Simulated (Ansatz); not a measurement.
Mulliken charges of `C=N[SiH2][SeH]` from B3LYP/def2-TZVPP in Ansatz (PBE0-D4/def2-TZVP geometry).

```json
{"atom": "C1", "x (Å)": "1.054", "y (Å)": "1.194", "z (Å)": "-0.609", "charge (e)": "-0.068"}
{"atom": "N2", "x (Å)": "1.141", "y (Å)": "-0.046", "z (Å)": "-0.424", "charge (e)": "-0.267"}
{"atom": "Si3", "x (Å)": "-0.139", "y (Å)": "-1.113", "z (Å)": "0.057", "charge (e)": "0.399"}
{"atom": "Se4", "x (Å)": "-2.182", "y (Å)": "-0.136", "z (Å)": "0.389", "charge (e)": "-0.203"}
{"atom": "H5", "x (Å)": "0.124", "y (Å)": "1.768", "z (Å)": "-0.480", "charge (e)": "0.089"}
{"atom": "H6", "x (Å)": "1.936", "y (Å)": "1.766", "z (Å)": "-0.920", "charge (e)": "0.109"}
{"atom": "H7", "x (Å)": "0.300", "y (Å)": "-1.782", "z (Å)": "1.303", "charge (e)": "-0.055"}
{"atom": "H8", "x (Å)": "-0.348", "y (Å)": "-2.087", "z (Å)": "-1.038", "charge (e)": "-0.058"}
{"atom": "H9", "x (Å)": "-1.799", "y (Å)": "0.389", "z (Å)": "1.706", "charge (e)": "0.054"}
```

Problem. By hand: the dipole of these point charges (1 e Å = 4.8032 D).

Solution. Σ q r = (0.140, 0.105, 0.036) e Å, of length 0.179 e Å = 0.86 D.

Problem. How does the dipole of the full density compare? (Estimate.)

Solution. The calculation gave: (0.061, 0.262, 0.049) e Å, 1.31 D; the point charges give 0.66 times that, at 39° from its direction.

Point charges leave out the atoms' own dipoles, such as those of lone pairs, and Mulliken's split depends on the basis, so the two needn't agree.

B3LYP here is the variant with VWN-RPA as its local correlation; programs differ in this.
